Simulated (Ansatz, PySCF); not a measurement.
Species: sum formula GeOF2, charge 0, multiplicity 1. SMILES: [O]=[Ge]([F])[F]
Structure (B3LYP-D3(BJ)/def2-TZVP (Ansatz, an electronic-structure program) minimum search):
```xyz
4

Ge    -0.0848    -0.0744    -0.0053
O     -1.3074    -1.1470    -0.0820
F     -0.0264     1.5490    -0.5516
F      1.4900    -0.2650     0.6433
```
Charge 0, spin multiplicity 1.

Property: atomisation energy (electronic, to ground-state atoms), in eV. Cores are frozen in the correlated levels unless marked. UHF or UKS for open shells. Spin-orbit coupling is left out. Frozen are the shells of the preceding noble gas and the d and f shells that filled before the atom's block. Non-relativistic. The coupled-cluster limit lacks core correlation, which all-electron functionals hold. CBS marks a two-point X^-3 extrapolation of the correlation energy; Hartree-Fock from the larger set. [CCSD(T)-MP2]/basis is that difference in the basis named.

```json
[
 {"level": "r2SCAN-D3(BJ)/def2-TZVPD", "program": "Ansatz + dftd3", "atomisation energy (eV)": "14.59"},
 {"level": "BHLYP-D3(BJ)/def2-TZVPD", "program": "Ansatz + dftd3", "atomisation energy (eV)": "12.77"},
 {"level": "TPSSh-D3(BJ)/def2-TZVPD", "program": "PySCF + dftd3", "atomisation energy (eV)": "(withheld)"},
 {"level": "HSE06/def2-TZVPD", "program": "Ansatz", "atomisation energy (eV)": "14.04"},
 {"level": "CCSD/6-31G*", "program": "Ansatz", "atomisation energy (eV)": "12.79"},
 {"level": "CCSD/cc-pVTZ", "program": "Ansatz", "atomisation energy (eV)": "(withheld)"},
 {"level": "RI-MP2/CBS(aug-cc-pVTZ,aug-cc-pVQZ)+[CCSD(T)-MP2]/aug-cc-pVTZ", "program": "Ansatz", "atomisation energy (eV)": "(withheld)"}
]
```

Task: Fill in the missing entries.

Result: 
- TPSSh-D3(BJ)/def2-TZVPD, atomisation energy (eV): 14.21
- CCSD/cc-pVTZ, atomisation energy (eV): 13.46
- RI-MP2/CBS(aug-cc-pVTZ,aug-cc-pVQZ)+[CCSD(T)-MP2]/aug-cc-pVTZ, atomisation energy (eV): 14.82
